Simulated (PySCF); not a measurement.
# P⁺ (phosphorus, charge +1) across methods

[Ne] 3s1 3p2 3d1, one real determinant (an excited configuration). Calculation: PySCF 2.14, in dyall-av3z; no relativity, point nucleus. The B2PLYP total includes its PT2 part (frozen core); its orbital energies are those of the SCF part.

| method | E (hartree) | mean ε 3s α (eV) | mean ε 3p α (eV) | mean ε 3d α (eV) | Σ⟨r²⟩ (bohr²) | ⟨S²⟩ |
| --- | --- | --- | --- | --- | --- | --- |
| B2PLYP | -340.1157 | -31.617 | -20.863 | -7.286 | 28.71 | 6.000 |
| PBE0 | -340.1186 | -29.772 | -19.646 | -6.979 | 29.00 | 6.000 |
| CAM-B3LYP | -340.2377 | -30.983 | -20.739 | -7.738 | 27.98 | 6.000 |

Question: Estimate the same row for UHF.

Answer: E (hartree) = -339.74910; mean ε 3s α (eV) = -35.409; mean ε 3p α (eV) = -23.597; mean ε 3d α (eV) = -8.261; Σ⟨r²⟩ (bohr²) = 28.94; ⟨S²⟩ = 6.000.

⟨L²⟩ = 7.77 against 12 for a pure F term, so this real determinant mixes terms. The outer electron is Rydberg-like, and this basis confines it to a smaller radius and binds it less than a complete one would.
